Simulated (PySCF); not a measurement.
C2H5Cl2GeN, SMILES C/C=[N]/[GeH]([Cl])[Cl].

Geometry optimised at TPSSh-D3(BJ)/def2-SVP. The structure was generated by enumeration; whether it is a known compound was not checked. Other conformers were not sampled.

Computed with TDDFT-PBE/def2-SVPD run with PySCF 2.14.0.

Vertical excitations. Isolated molecule, no solvent. State labels are in the subgroup Cs.

Computed UV-visible absorptions:
```
state  symmetry  energy (eV)  λ (nm)      f                                            main pairs
-----  --------  -----------  ------  -----  ----------------------------------------------------
S1           A"         4.28     290  0.000                                        HOMO→LUMO 99 %
S2           A'         4.81     258  0.024                                      HOMO→LUMO+1 98 %
S3           A'         5.41     229  0.008                                      HOMO−1→LUMO 90 %
S4           A"         5.54     224  0.000                                      HOMO−2→LUMO 99 %
S5           A'         5.59     222  0.017                                      HOMO−3→LUMO 87 %
S6           A"         5.87     211  0.004                                      HOMO−4→LUMO 87 %
S7           A"         6.00     207  0.000                                      HOMO→LUMO+2 87 %
S8           A"         6.15     201  0.013                HOMO−1→LUMO+1 83 %, HOMO−3→LUMO+1 14 %
S9           A'         6.16     201  0.089                                      HOMO→LUMO+3 89 %
S10          A'         6.31     197  0.012                                    HOMO−2→LUMO+1 93 %
T1           A"         3.75     331      0                                        HOMO→LUMO 99 %
T2           A'         4.54     273      0                                      HOMO→LUMO+1 99 %
T3           A'         4.96     250      0  HOMO−1→LUMO 41 %, HOMO−5→LUMO 40 %, HOMO−3→LUMO 16 %
T4           A'         5.41     229      0   HOMO−1→LUMO 50 %, HOMO−3→LUMO 41 %, HOMO−5→LUMO 9 %
```
Triplets are in the Tamm–Dancoff approximation, which puts them higher than full response would, so one can lie above its singlet here.
